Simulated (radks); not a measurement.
The nitrogen anion N3-, [Ne], held by a Watson sphere: a shell of charge +3 at radius R that stands for the Madelung well of a crystal (potential energy -3/R inside, -3/r outside, in hartree with lengths in bohr). Method: scalar-relativistic Kohn-Sham, PBE, spin-polarised, spherical densities, finite nucleus; Fermi nuclear charge, rms radius of each element as measured or else 0.836 A^(1/3) + 0.57 fm; computed with a radial shooting solver on a logarithmic mesh with Libxc functionals. Response by self-consistent Sternheimer equations with the Hartree and adiabatic LDA kernel, the relativistic mass of each level held fixed and spin-orbit coupling left out. The sphere does not respond.

R (bohr) = 1.59: e(1s) (eV) -376.81; e(2s) (eV) -20.784; e(2p) (eV) -9.056; <r> 2p (bohr) 1.576; sum of <r^2> (bohr^2) 23.68; X-ray form factor at sin(theta)/lambda = 0.3 1/angstrom 3.554; alpha (bohr^3) 12.78
R (bohr) = 1.91: e(1s) (eV) -377.66; e(2s) (eV) -18.951; e(2p) (eV) -7.811; <r> 2p (bohr) 1.713; sum of <r^2> (bohr^2) 27.79; X-ray form factor at sin(theta)/lambda = 0.3 1/angstrom 3.322; alpha (bohr^3) 18.68
R (bohr) = 2.22: e(1s) (eV) -378.22; e(2s) (eV) -17.476; e(2p) (eV) -6.764; <r> 2p (bohr) 1.842; sum of <r^2> (bohr^2) 31.96; X-ray form factor at sin(theta)/lambda = 0.3 1/angstrom 3.203; alpha (bohr^3) 26.74
R (bohr) = 2.52: e(1s) (eV) -378.53; e(2s) (eV) -16.333; e(2p) (eV) -5.901; <r> 2p (bohr) 1.964; sum of <r^2> (bohr^2) 36.21; X-ray form factor at sin(theta)/lambda = 0.3 1/angstrom 3.151; alpha (bohr^3) 37.56
R (bohr) = 3.96: e(1s) (eV) -378.71; e(2s) (eV) -13.602; e(2p) (eV) -3.418; <r> 2p (bohr) 2.543; sum of <r^2> (bohr^2) 61.12; X-ray form factor at sin(theta)/lambda = 0.3 1/angstrom 3.163; alpha (bohr^3) 162.3
